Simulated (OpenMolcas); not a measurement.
# Mn: effect of the active space

```yaml
Program: OpenMolcas
Method: MS-CASPT2 or its RAS form, IPEA 0.25 Eh, imaginary shift 0.1 Eh
Basis: ANO-RCC-VTZP
Scalar_Hamiltonian: DKH2, point nucleus
Spin-orbit_coupling: state interaction with AMFI integrals over the reference wave functions, term energies averaged over their components
```

A. 7 electrons in 6 orbitals (3d 4s); 2S+1 = 6 even, 6 roots; 2S+1 = 4 even, 43 roots kept (CI in the orbitals of an earlier block); 2S+1 = 2 even, 11 roots kept (CI in the orbitals of an earlier block, 0 in the spin-orbit step); closed shells correlated: 3s 3p; CASPT2 step roughly 15 core-seconds
B. 7 electrons in 9 orbitals (RAS2 3d 4s; RAS3 4p, at most 2 electrons); 2S+1 = 6 even, 6 roots; 2S+1 = 4 even, 33 roots kept (CI in the orbitals of an earlier block); 2S+1 = 2 even, 13 roots kept (CI in the orbitals of an earlier block, 0 in the spin-orbit step); 2S+1 = 6 odd, 39 roots; 2S+1 = 8 odd, 3 roots kept (CI in the orbitals of an earlier block); 2S+1 = 4 odd, 3 roots kept (CI in the orbitals of an earlier block); closed shells correlated: 3s 3p; CASPT2 step about 120 core-seconds

Energies in cm⁻¹ above 3d⁵ 4s² ⁶S_5/2, the measured ground level; measured values from NIST Handbook of Basic Atomic Spectroscopic Data.

```tsv
Level	A	B	Measured
3d⁵ 4s² ⁶S_5/2	0.0	0.0	0.0
3d⁶ 4s ⁶D_9/2	27190	28400	17052
3d⁶ 4s ⁶D_7/2	27450	28650	17282
3d⁶ 4s ⁶D_5/2	27640	28840	17452
3d⁶ 4s ⁶D_3/2	27780	28980	17568
3d⁶ 4s ⁶D_1/2	27860	29060	17637
3d⁵ 4s² ⁴G_11/2	29260	29280	
3d⁵ 4s² ⁴G_9/2	29260	29280	
3d⁵ 4s² ⁴G_7/2	29270	29280	
3d⁵ 4s² ⁴G_5/2	29270	29280
```

Deviations, from unrounded energies. A percentage is the sum of absolute deviations over the sum of measured energies, with the sign that they share, or ± where signs differ.

| Against measurement | Levels | A | B |
| --- | --- | --- | --- |
| mean absolute deviation (cm-1) | 5 | 10000 | 11000 |
| other configurations (%) | 5 | +58.5 | +65.5 |

A lies closest to measurement on these levels. The largest miss of A in the table is 3d⁶ 4s ⁶D_1/2, by +10000 cm-1. The ranking rests on the paired levels alone, and a cruder setting can come out closer through cancelling errors.

Between A and B the level of the table that moves most is 3d⁶ 4s ⁶D_9/2, by 1200 cm-1 (lowest in A, highest in B). Moves below CASPT2's spread within the term are not significant.

CASPT2 does not keep the components of a term degenerate, so their means are used; among the terms shown or strongly mixed into the levels shown the widest spread is 1300 cm-1 (3d⁵ 4s² ⁴G, A). Over all roots computed the reference weight is 0.82 to 0.90 in A, 0.83 to 0.92 in B; the roots of lowest weight are the least certain, and an intruder state may touch them. Some high roots are left out of the spin-orbit mixing, which shifts the levels that they would mix with. Terms from blocks run as CI alone lack orbitals of their own. A single d shell beside an s shell can misplace configurations of different d count against each other. The CASPT2 spread within a term exceeds the gap to the next term for 3d⁶ 4s ⁶D and 3d⁵ 4s² ⁴G, so the order of their levels is uncertain, and so are names and mixing where such terms share a J (holds for B). Measured partners are found by configuration, term and J. A level has none where our copy of the source lacks it or the pairing is in doubt (some pairs that miss far off the trend of their configuration count as doubtful), and it then counts in no deviation. Levels of configurations outside the active space are missing. The table leaves out levels that lie high or whose names do not pair safely across all columns.
